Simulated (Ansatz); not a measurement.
`[AlH2][S][SiH3]` + `CB[TeH]` → `CB[Te][AlH2]` + `[SiH3]S` at 500 K and 1 bar (ligand exchange at the Al–S bond).

Isolated molecules relaxed with PBE0-D4/def2-TZVP in Ansatz; ΔE leaves out vibrations. CCSD(T)/CBS adds triple-zeta CCSD(T) − MP2 to the extrapolated MP2 energy (def2 sets, frozen cores). def2 core potentials past Kr. For Te outer-core shells are correlated without core-valence functions, which leaves a few kJ/mol of doubt a bond. One conformer a species, not always the lowest.

| species | CCSD(T)/CBS energy (Eh) | H − E (kJ/mol) | S (J/(mol·K)) |
| --- | --- | --- | --- |
| `[AlH2][S][SiH3]` | -931.92152 | 148.1 | 386.9 |
| `CB[TeH]` | -333.59211 | 181.3 | 356.9 |
| `CB[Te][AlH2]` | -576.23333 | 214.4 | 435.3 |
| `[SiH3]S` | -689.27336 | 117.6 | 310.5 |

H − E and S are ideal-gas, rigid-rotor, harmonic terms from PBE0-D4/def2-TZVP, for one conformer and one mirror image of each species. 1 Eh = 2625.50 kJ/mol, R = 8.31446 J/(mol·K).

Problem. By hand: ΔE, ΔH, ΔS and ΔG.

Solution. ΔE = (-576.23333) + (-689.27336) − (-931.92152) − (-333.59211) = 0.00694 Eh = 18.2 kJ/mol. Δ(H − E) = 214.4 + 117.6 − 148.1 − 181.3 = 2.6, so ΔH = 20.8 kJ/mol. ΔS = 435.3 + 310.5 − 386.9 − 356.9 = 2.0 J/(mol·K). ΔG = 20.8 − 500 × (2.0)/1000 = 19.8 kJ/mol.

Problem. By hand: the equilibrium constant, and the temperature at which ΔG would vanish if ΔH and ΔS stayed fixed.

Solution. log₁₀ K = −ΔG/(RT ln 10) = -2.1. ΔG = 0 at ΔH/ΔS = 10400 K, far beyond where these terms or the molecules hold.

The number of gas molecules stays the same, so ΔS is small and ΔH decides. A doubt of 5 kJ/mol in ΔE shifts log₁₀ K by 0.5 here. Other conformers and mirror images would add mixing entropy, several J/(mol·K) or more a flexible species. These are equilibria of isolated gas molecules and say nothing of rates. Largest T1 diagnostic: 0.013 (customary marks: 0.02 for closed shells, 0.045 for open ones).
